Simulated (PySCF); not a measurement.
**Computed properties of C4H5FSi, SMILES C#C/C(F)=C/[SiH3]**

C4H5FSi, SMILES C#C/C(F)=C/[SiH3]. Geometry optimised at B3LYP-D3(BJ)/def2-SVP. The structure was generated by enumeration; whether it is a known compound was not checked. Other conformers were not sampled. All values are computed for the isolated molecule unless a solvent is named; none is compared with measurement here.

**Structure.** The optimised structure has Cs symmetry. All 27 harmonic modes at B3LYP-D3(BJ)/def2-SVP (PySCF) are real, so it is a minimum. With heavy atoms numbered as in [CH:1]#[C:2]/[C:3]([F:4])=[CH:5]/[SiH3:6], the shortest bond between them is C1–C2 at 1.213 Å and the longest C5–Si6 at 1.878 Å.

**Vibrations.** The strongest infrared lines (harmonic, unscaled, degenerate partners summed) lie at 937 cm⁻¹ (357 km/mol, H 90 %, Si 9 %), 1680 cm⁻¹ (165 km/mol, C 98 %), 2235 cm⁻¹ (120 km/mol, H 96 %). The softest mode is at 66 cm⁻¹ and the zero-point energy is 43.2 kcal/mol.

**Electronic structure.** PBE0/def2-TZVP (PySCF) places the frontier levels at -7.43 and -1.61 eV, a gap of 5.82 eV, and gives a dipole moment of 1.76 D and a mean polarisability of 78.2 bohr³. PBE/def2-TZVP (PySCF) at the same geometry gives -6.34 and -2.46 eV, so its gap is 1.94 eV narrower. An orbital gap is neither the optical nor the fundamental gap.

**Excitations.** TDDFT-ωB97X/def2-SVPD (PySCF) has S1 at 5.52 eV (225 nm, f = 0.397, bright); the most intense of the 10 singlets computed lies at 5.52 eV (f = 0.40). T1 (TDA) is at 3.37 eV. TDDFT-PBE/def2-SVPD (PySCF) puts S1 at 5.04 eV. No vertical singlet excitation falls in the visible range (under 3.1 eV).

**NMR.** GIAO shifts at PBE0/pcSseg-1 (PySCF) (non-relativistic, atoms alike by connectivity averaged): ¹³C from 80.6 to 163.2 ppm against TMS; ¹H from 3.5 to 5.8 ppm against TMS; ²⁹Si at -83.0 ppm against TMS; ¹⁹F at -79.2 ppm against CFCl3.

**Solvation.** SMD-PBE0/def2-SVP (PySCF) gives 2.2 kcal/mol in water, -1.7 kcal/mol in tetrahydrofuran, -1.9 kcal/mol in ethylethanoate (1 M in both phases, gas-phase geometry).
